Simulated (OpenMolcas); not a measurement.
# 3d ions of charge +5 along the row

| Item | Value |
| --- | --- |
| Program | OpenMolcas |
| Method | XMS-CASPT2, IPEA 0.25 Eh, imaginary shift 0.1 Eh |
| Basis | ANO-RCC-VTZP |
| Scalar Hamiltonian | DKH2, point nucleus |
| Spin-orbit coupling | RASSI with atomic mean-field integrals over the reference wave functions, term energies averaged over their components |

Active space: the 3d shell; CASPT2 also correlates the outermost closed s and p core shells.

B and C come from two terms' centres of gravity (d2, d8: 3P = 15B, 1G = 12B + 2C; d3, d7: 4P = 15B, 2G = 4B + 3C; d4, d6: 3G = 9B + 4C, 3H = 4B + 4C; d5: 4D = 17B + 5C, 4G = 10B + 5C, above the ground term), where all their levels are at least 80 % pure. ζ = ±2S·A comes from the whole width of the ground multiplet by E(J) = (A/2) J(J+1), where its levels are at least 85 % pure. Energies in cm-1.

```json
{"Ion": "Mn5+", "Configuration": "3d²", "Lowest level": "³F₂", "Weight (%)": "100", "B": "1226", "B measured": "1159", "C": "5428", "C measured": "5322", "ζ": "488", "ζ measured": "477"}
{"Ion": "Fe5+", "Configuration": "3d³", "Lowest level": "⁴F_3/2", "Weight (%)": "100", "B": "1270", "B measured": "1205", "C": "5347", "C measured": "5007", "ζ": "619", "ζ measured": "572"}
{"Ion": "Co5+", "Configuration": "3d⁴", "Lowest level": "⁵D₀", "Weight (%)": "100", "B": "1219", "B measured": "1131", "C": "6219", "C measured": "5809", "ζ": "793", "ζ measured": "713"}
{"Ion": "Ni5+", "Configuration": "3d⁵", "Lowest level": "⁶S_5/2", "Weight (%)": "100", "B": "1255", "B measured": "", "C": "6156", "C measured": "", "ζ": "", "ζ measured": ""}
{"Ion": "Cu5+", "Configuration": "3d⁶", "Lowest level": "⁵D₄", "Weight (%)": "100", "B": "1468", "B measured": "1457", "C": "6308", "C measured": "5971", "ζ": "1057", "ζ measured": "1093"}
```

Measured columns use the levels in Corliss and Sugar, J. Phys. Chem. Ref. Data 6, 1253 (1977) (Mn5+); Corliss and Sugar, J. Phys. Chem. Ref. Data 11, 135 (1982) (Fe5+); Sugar and Corliss, J. Phys. Chem. Ref. Data 10, 1097 (1981) (Co5+); Sugar and Musgrove, J. Phys. Chem. Ref. Data 19, 527 (1990) (Cu5+).

The computed B goes from 1226 (Mn5+) to 1468 cm-1 (Cu5+), a factor of 1.20, though not at every step. It departs from the measured column by +1 to +8 %. The Trees term is left out, which lowers the B read from the levels of every ion, most for d4 to d6. The pair of terms that fixes B changes along the row, so steps between ions also reflect that choice.

The computed ζ goes from 488 (Mn5+) to 1057 cm-1 (Cu5+), a factor of 2.17, rising at every step. It departs from the measured column by -3 to +11 %.

CASPT2 breaks the degeneracy within a term, and the mean is taken; among the low terms the widest spread is 1500 cm-1 (3d³ ⁴F, Fe5+). The CASPT2 spread within a term exceeds the gap to the next term for 3d³ ²D(1) and 3d³ ²H, so the order of their levels is uncertain (figures for Fe5+; the like holds for Co5+, Cu5+). Computed and measured levels are paired by configuration, term and J; levels that our copy of the source lacks, or whose pairing is in doubt (as where it misses far off the trend of its configuration), stay unpaired and out of the deviations. Only configurations of the active space appear.

A number in round brackets counts repeated terms of one configuration in the order of the reference energies.
